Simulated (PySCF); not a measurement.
SMILES c1cncc(-c2ccc[se]2)c1 (GFN2-xTB optimised geometry):

```
18

C     -2.954     0.921    -0.143
C     -2.763     2.288     0.006
N     -1.568     2.833     0.153
C     -0.509     2.051     0.154
C     -0.568     0.659     0.002
C      0.620    -0.167     0.000
C      1.928     0.238     0.000
C      2.886    -0.798    -0.002
C      2.368    -2.053     0.000
Se     0.520    -2.053     0.000
C     -1.841     0.103    -0.145
H     -3.945     0.511    -0.255
H     -3.597     2.976     0.012
H      0.436     2.558     0.287
H      2.217     1.275    -0.008
H      3.945    -0.603    -0.004
H      2.919    -2.976     0.000
H     -1.942    -0.971    -0.262
```

Computed with B3LYP/def2-SVP run with PySCF.

### Question
What are the frontier orbital energies and the dipole moment?

### Answer
HOMO-2 -6.92 eV, HOMO-1 -6.86 eV, HOMO -6.08 eV, LUMO -1.63 eV, LUMO+1 -0.77 eV; dipole moment 2.01 D.

Meta-Löwdin charges at B3LYP/def2-SVP: C1 -0.12, C2 0.01, N3 -0.24, C4 0.02, C5 -0.01, C6 -0.12, C7 -0.13, C8 -0.12, C9 -0.25, Se10 0.28, C11 -0.08, H12 0.11, H13 0.10, H14 0.10, H15 0.11, H16 0.11, H17 0.12, H18 0.10.
